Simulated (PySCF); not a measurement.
FeO, quintet (typed; the unrestricted solution is spin-contaminated), geometry from GFN2-xTB (such geometries of metal compounds can be far from the true shape). Base run: PBE0/STO-3G (PySCF).

Here is a job for PySCF.
```python
from pyscf import gto, scf, dft

mol = gto.M(
    atom='''
Fe   -0.000000   -0.000000   -0.376712
O     0.000000    0.000000    1.224313
''',
    basis='sto-3g',
    charge=0,
    spin=4,
    verbose=4,
)

mf = dft.UKS(mol)
mf.xc = 'pbe0'
mf.kernel()
mf.analyze()
```

Variants of this job, named by their change:

```json
[
 {"change": "base", "basis functions": "23", "E (Eh)": "-1323.97003", "HOMO (eV)": "-5.65", "dipole (D)": "0.38", "outcome": "converged"},
 {"change": "basis = x2c-SVPall; relativity = spin-free X2C", "basis functions": "50", "E (Eh)": "-1347.26420", "HOMO (eV)": "-5.20", "dipole (D)": "4.79", "outcome": "converged"},
 {"change": "basis = cc-pVTZ-DK; relativity = spin-free X2C; nucleus = Gaussian (with nucmod='G')", "basis functions": "98", "E (Eh)": "-1347.61636", "HOMO (eV)": "-6.69", "dipole (D)": "5.01", "outcome": "converged"},
 {"change": "basis = cc-pVTZ-DK; relativity = none", "basis functions": "98", "E (Eh)": "-1334.48340", "HOMO (eV)": "-6.72", "dipole (D)": "5.14", "outcome": "converged"},
 {"change": "basis = x2c-SVPall; relativity = none", "basis functions": "50", "E (Eh)": "-1335.76862", "HOMO (eV)": "-5.15", "dipole (D)": "4.87", "outcome": "converged"},
 {"change": "basis = ANO-RCC-VDZP; relativity = spin-free X2C", "basis functions": "48", "E (Eh)": "-1347.61479", "HOMO (eV)": "-6.72", "dipole (D)": "5.32", "outcome": "converged"},
 {"change": "basis = ANO-RCC-VDZP; relativity = spin-free X2C; nucleus = Gaussian (with nucmod='G')", "basis functions": "48", "E (Eh)": "-1347.61050", "HOMO (eV)": "-6.72", "dipole (D)": "5.32", "outcome": "converged"},
 {"change": "basis = cc-pVTZ-DK; relativity = spin-free X2C", "basis functions": "98", "E (Eh)": "-1347.62065", "HOMO (eV)": "-6.69", "dipole (D)": "5.01", "outcome": "converged"},
 {"change": "basis = x2c-SVPall; relativity = spin-free X2C; nucleus = Gaussian (with nucmod='G')", "basis functions": "50", "E (Eh)": "-", "HOMO (eV)": "-", "dipole (D)": "-", "outcome": "not converged"},
 {"change": "basis = ANO-RCC-VDZP; relativity = none", "basis functions": "48", "E (Eh)": "-1334.46002", "HOMO (eV)": "-6.73", "dipole (D)": "5.43", "outcome": "converged"}
]
```

Total energies compare only within one method and basis.

Open shells are given as the SCF converged; they aren't shown to be the lowest states, and a large step between rows can be another state.

Basis sets contracted for a relativistic Hamiltonian are a mismatch without it, so the rows without relativity aren't non-relativistic limits. No row has spin-orbit coupling; sets with core potentials leave out the core electrons.
